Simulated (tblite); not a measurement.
A tight-binding relaxation on `C=CC[Si](N)([GeH3])[GeH3]`.

Computed with GFN2-xTB geometry optimisation, gas phase (tblite 0.8.0). Start geometry: from a force field or distance geometry. A driver script takes a list of jobs; this job's settings line and coordinates (Å) are shown.

Command:
```bash
OMP_NUM_THREADS=1 python probes_run.py task.json out
```

Input:
```
{"job": {"kind": "relax", "xc": "GFN2-xTB", "basis": "xTB"}, "charge": 0, "multiplicity": 1}
C     -2.485300     1.502600     0.430500
C     -1.967800     0.294700     0.307700
C     -1.156800    -0.015100    -0.895000
Si     0.578400    -0.466100    -0.476900
N      1.018800    -1.958900    -1.362400
Ge     0.801300    -0.947500     1.805300
Ge     2.060700     1.271000    -0.846200
H     -3.069600     1.727600     1.325400
H     -2.365800     2.278900    -0.320200
H     -2.130600    -0.437800     1.112600
H     -1.264300     0.823100    -1.602300
H     -1.640500    -0.903400    -1.359500
H      0.204900    -2.549400    -1.615500
H      1.655500    -2.541600    -0.776000
H      0.236800     0.326400     2.551900
H      2.311400    -1.042900     2.069600
H      0.005000    -2.204400     2.178500
H      1.742100     2.331200     0.239400
H      1.971900     1.797500    -2.261900
H      3.488800     0.724800    -0.508100
```

Output:
```
step      E/eV     max force
  0    -584.93959    2.145
  1    -585.13712    0.873
  2    -585.26109    0.637
  3    -585.33721    0.944
  4    -585.42023    0.842
  5    -585.47472    0.637
  6    -585.50312    0.409
  7    -585.52561    0.389
  8    -585.56309    0.452
  9    -585.58482    0.390
... (203 lines left out)
213    -585.76821    0.034
214    -585.76835    0.031
215    -585.76847    0.025
216    -585.76855    0.018
217    -585.76860    0.013
218    -585.76864    0.012
219    -585.76867    0.011
220    -585.76869    0.012
221    -585.76872    0.011
222    -585.76875    0.009
```

«max force» is the largest atomic force in eV/Å.

**Question.** From which step on does the largest force stay under 0.1 eV/Å, and how much energy is left to gain from there?

**Answer.** From step 188 (0.051 eV/Å), 4.3 meV above the end.

In short: energy lowered by 19.1 kcal/mol over 222 steps; largest atomic force 0.009 eV/Å at the end.

Hardware: one thread, Arm Neoverse N1 (aarch64) (shared host). Cost: 3.8 s wall.
Labels such as C1 count atoms from 1, the log's own numbers from 0.
